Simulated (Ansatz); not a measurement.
4 gas-phase steps of group 14 species, written in SMILES but for small gases and atoms, in each of which the number of molecules stays (small partners taken up: none; given off: none). Reaction energies in kJ/mol, right side less left side, on B3LYP-D3(BJ)/def2-TZVP stationary points reached from drawn starts (curvature not checked).

```tsv
row	step	B3LYP/def2-TZVPP	wB97M-V/def2-TZVPP
1	2 F[Si](F)F (multiplicity 2) → F[Si](F)(F)F + F[Si]F	-232.9	-267.2
2	2 [Br][Sn]([Br])[Br] (multiplicity 2) → [Br][Sn]([Br])([Br])[Br] + [Br][Sn][Br]	-127.7	-150.2
3	2 I[Si](I)I (multiplicity 2) → I[Si](I)(I)I + I[Si]I	-97.8	?
4	2 [I][Ge]([I])[I] (multiplicity 2) → [I][Ge]([I])([I])[I] + [I][Ge][I]	-96.9	-122.1
```

No zero-point or thermal terms; singlets are restricted closed shells; open shells are unrestricted; no spin–orbit coupling.

Programs: Ansatz (Gaussian orbitals). All values are computed, each at the level named. Elements past Kr take the def2 small-core potentials, without spin–orbit coupling.

The rows were drawn at random from the listed steps of this kind that kept their bonds on relaxing, hold no state known to be excited and show no strong spin contamination (nor T1 past 0.05 where coupled cluster ran); restricted singlets weren't searched for lower solutions, and sets that span under 5 kcal/mol aren't shown. They stand in the order of the third column.

Problem. Fit a straight line y = a + b·x through the complete rows, with x the B3LYP/def2-TZVPP and y the wB97M-V/def2-TZVPP value, and use it for row 3. How does it compare with the computed value?

Solution. Means over the 3 complete rows: x -152.50, y -179.83. Σ(x − x̄)(y − ȳ) = 10969.16 and Σ(x − x̄)² = 10170.56, so b = 1.079 and a = -179.83 − 1.079 × (-152.50) = -15.28 kJ/mol. The residuals have rms 2.14 and median size 2.26 kJ/mol; without the fit y − x has mean -27.33 and median -25.20 kJ/mol. For row 3 the line gives -15.28 + 1.079 × (-97.8) = -120.8 kJ/mol. The computed wB97M-V/def2-TZVPP value is -132.4 kJ/mol, 11.6 kJ/mol below the line. Taking y = x would miss by 34.6 kJ/mol, so here the line does better. wB97M-V/def2-TZVPP is a functional with errors of its own, not an exact or measured value.

Ansatz is an electronic-structure program.
